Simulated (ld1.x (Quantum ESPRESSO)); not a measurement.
Before and after: TM potential for germanium

```json
{"Element": "Ge", "Generator": "ld1.x (Quantum ESPRESSO) 7.5", "Type": "norm-conserving Troullier–Martins (Kleinman–Bylander form)", "Functional": "PBE", "Relativity": "fully relativistic", "Frozen core": "[Ar] 3d10", "Valence charge": "4", "Reference configuration": "4s2 4p0 (charge +2)", "Partial waves": "4s (bound): rc 1.50 bohr; 4p (bound, empty): rc 1.45 bohr", "Local potential": "all-electron potential smoothed inside 1.20 bohr (lloc = -2)", "Core correction": "a·sin(br)/r model core inside 0.85 bohr"}
```

Open shells are filled in proportion to 2j + 1 (rel_dist='average').

All-electron outer shells of the reference configuration (PBE, scalar-relativistic, ld1.x):

| shell | level (eV) | outermost node (bohr) | outermost maximum (bohr) |
| --- | --- | --- | --- |
| 4s | -29.25 | 0.77 | 1.66 |
| 4p | -19.81 | 0.81 | 1.98 |

Change: local potential all-electron potential smoothed inside 0.62 bohr (lloc = -2).

Cutoffs: the cutoffs (Ry, on a coarse ladder) from which the occupation-weighted sum of valence levels, in a spherical-Bessel basis at the reference potential, stays within 10 and 1 mRy of its value at 400 Ry; they do not see the model core or the augmentation charge, which bear on the density cutoff. Errors are all-electron minus pseudo energies relative to the spin-unpolarised reference configuration.

Q: How do hardness, ghosts and transferability respond?

A: The potential gets neither clearly harder nor softer (30 Ry and 45 Ry → 30 Ry and 45 Ry); a bound ghost appears in d, p, s, which as a rule spoils a file; of the 7 tests that both files solve, the error grows in 6 and shrinks in 0 by more than 15 % and 0.3 meV (median size 20.2 → 46.7 meV); the range in which the s phases agree widens (upper end -0.8 → 3.6); the range in which the p1/2 phases agree widens (upper end -0.3 → at the end of the scan). In the separable form a ghost depends on how the local part lies against the semilocal potential of the channel, so the choice of the local part can create or remove one. That the errors move this way runs against the usual rule that smaller radii transfer better.

```csv
quantity,base,changed
"cutoff, loose",30 Ry,30 Ry
"cutoff, tight",45 Ry,45 Ry
bound ghosts,none,"s, p3/2, p1/2, d"
"error for 4s2 4p2, meV [ΔE -22.89 eV]",-24,-69
"error for 4s2 4p1, meV [ΔE -15.44 eV]",-13,-24
"error for 4s1 4p0, meV [ΔE 34.79 eV]",-83,-91
"error for 4s1 4p2, meV [ΔE -6.73 eV]",-2.5,-7.4
"error for 4s2 4p1.5, meV [ΔE -20.09 eV]",-20,-47
"error for 4s2 4p2.3, meV [ΔE -23.77 eV]",-24,-79
"error for 4s1 4p3, meV [ΔE -14.92 eV]",-5.5,-37
s: phases at 1.65 bohr within 0.05 rad from the reference energy up to (Ry; the scan ends near 5),-0.8,3.6
p1/2: phases at 1.65 bohr within 0.05 rad from the reference energy up to (Ry; the scan ends near 5),-0.3,to the end of the scan
p3/2: phases at 1.65 bohr within 0.05 rad from the reference energy up to (Ry; the scan ends near 5),-0.4,0.3
```

Base: The cutoffs count occupied waves only; the empty 4p level needs 45 Ry at the loose tolerance. Changed file: The cutoffs count occupied waves only; the empty 4p level needs 55 Ry at the loose tolerance. A true bound ghost makes a file unfit for plane-wave use even where its test errors are small: the radial tests pick states by their node count and pass the ghost by.
